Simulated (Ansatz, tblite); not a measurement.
Series SnEt3X: gap (eV) at several levels, gas phase, relaxed structures; Ansatz, xTB through tblite. Core potentials for Sn in the def2 sets, no spin–orbit coupling. The structures are stationary points that may keep the symmetry of their start.

```
                   species    state            geometry  GFN1-xTB  GFN2-xTB  PBE-D4/def2-SVP  PBE-D4/def2-TZVP  r2SCAN-D4/def2-TZVP  PBE0-D4/def2-SVP
       SnEt3Br (C6H15BrSn)  singlet     PBE-D4/def2-SVP      4.07      3.58             5.09              4.99                 5.51              7.20
    SnEt3(NHMe) (C7H19NSn)  singlet  r2SCAN-D4/def2-SVP      4.06      3.66             4.42              4.22                 4.90              6.70
  SnEt3(SiMe3) (C9H24SiSn)  singlet     PBE-D4/def2-SVP      4.72      4.21             5.43              5.17                 5.66              7.26
SnEt3(OSiMe3) (C9H24OSiSn)  singlet     PBE-D4/def2-SVP      4.18      3.85             5.25              5.06                 5.68              7.52
```

**Question.** Estimate the rows for SnEt3F (C6H15FSn) (singlet, PBE0-D4/def2-SVP geometry); SnEt3(NMe2) (C8H21NSn) (singlet, r2SCAN-D4/def2-SVP geometry).

**Answer.** 
```tsv
species	state	geometry	GFN1-xTB	GFN2-xTB	PBE-D4/def2-SVP	PBE-D4/def2-TZVP	r2SCAN-D4/def2-TZVP	PBE0-D4/def2-SVP
SnEt3F (C6H15FSn)	singlet	PBE0-D4/def2-SVP	4.79	4.71	5.84	5.58	6.21	7.97
SnEt3(NMe2) (C8H21NSn)	singlet	r2SCAN-D4/def2-SVP	3.66	3.17	4.08	3.85	4.48	6.30
```

Over the 6 species that have every level, the mean is 4.25 at GFN1-xTB, 3.86 at GFN2-xTB, 5.02 at PBE-D4/def2-SVP, 4.81 at PBE-D4/def2-TZVP, 5.41 at r2SCAN-D4/def2-TZVP, 7.16 at PBE0-D4/def2-SVP. Orbital gaps grow with the share of exact exchange and aren't one observable across functionals.
